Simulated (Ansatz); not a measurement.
`C[O][W]([NH2])(=[O])=[S]` + H–F → `[NH2][W](=[O])([F])=[S]` + CH₃OH at 600 K and 1 bar (ligand exchange at a W–O bond).

Program: Ansatz. Geometries: PBE0-D4/def2-TZVP. ΔE: electronic, gas phase. CCSD(T)/CBS adds triple-zeta CCSD(T) − MP2 to the extrapolated MP2 energy (def2 sets, frozen cores). This one scheme is used for every species. Elements past krypton have def2 core potentials. For W outer-core shells are correlated without core-valence functions, which leaves a few kJ/mol of doubt a bond. One conformer a species, not always the lowest.

| species | CCSD(T)/CBS energy (Eh) | H − E (kJ/mol) | S (J/(mol·K)) |
| --- | --- | --- | --- |
| `C[O][W]([NH2])(=[O])=[S]` | -711.00548 | 262.8 | 511.7 |
| H–F | -100.39570 | 42.3 | 194.0 |
| `[NH2][W](=[O])([F])=[S]` | -695.78708 | 141.0 | 426.8 |
| CH₃OH | -115.61712 | 163.6 | 277.3 |

H − E and S are ideal-gas, rigid-rotor, harmonic terms from PBE0-D4/def2-TZVP, for one conformer and one mirror image of each species. 1 Eh = 2625.50 kJ/mol, R = 8.31446 J/(mol·K).

Q: By hand: ΔE, ΔH, ΔS and ΔG.

A: ΔE = (-695.78708) + (-115.61712) − (-711.00548) − (-100.39570) = -0.00302 Eh = -7.9 kJ/mol. Δ(H − E) = 141.0 + 163.6 − 262.8 − 42.3 = -0.5, so ΔH = -8.4 kJ/mol. ΔS = 426.8 + 277.3 − 511.7 − 194.0 = -1.6 J/(mol·K). ΔG = -8.4 − 600 × (-1.6)/1000 = -7.4 kJ/mol.

Q: By hand: the equilibrium constant, and the temperature at which ΔG would vanish if ΔH and ΔS stayed fixed.

A: log₁₀ K = −ΔG/(RT ln 10) = 0.6. ΔG = 0 at ΔH/ΔS = 5250 K, far beyond where these terms or the molecules hold.

The number of gas molecules stays the same, so ΔS is small and ΔH decides. A doubt of 5 kJ/mol in ΔE shifts log₁₀ K by 0.4 here. Other conformers and mirror images would add mixing entropy, several J/(mol·K) or more a flexible species. Modes under 60 cm⁻¹, often nearly free rotors, make the harmonic entropy too high. These are equilibria of isolated gas molecules and say nothing of rates. Largest T1 diagnostic: 0.022 (customary marks: 0.02 for closed shells, 0.045 for open ones).
